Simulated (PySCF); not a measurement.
# Correlation energy of F⁺ (fluorine, charge +1)

[He] 2s2 2p4, high-spin 3P determinant. Computed with PySCF 2.14 in Sapporo-DZP-2012 (4s3p1d, 18 functions), with the spin-free X2C one-electron Hamiltonian (Gaussian nucleus). Frozen: 1s2; 6 electrons correlated.

MP2 pair energies summed by pair of shells (mhartree):

```tsv
pair	energy	share (%)
2p-2p	-50.84	47.0
2s-2p	-49.42	45.7
2s-2s	-7.93	7.3
```

Total MP2 correlation energy: -108.19 mhartree.

Same-spin part -27.71 and opposite-spin part -80.47 mhartree; SCS-MP2 scales them by 1/3 and 6/5 to -105.81 mhartree.

```csv
level,correlation energy (mhartree)
CCSD,-123.14
(T),-0.92
CCSD(T),-124.06
```

Diagnostics: T1 = 0.0041, D1 = 0.0074, largest double amplitude 0.042.

Is a single reference adequate?

Yes: T1 lies below 0.03 and no double amplitude reaches 0.07.
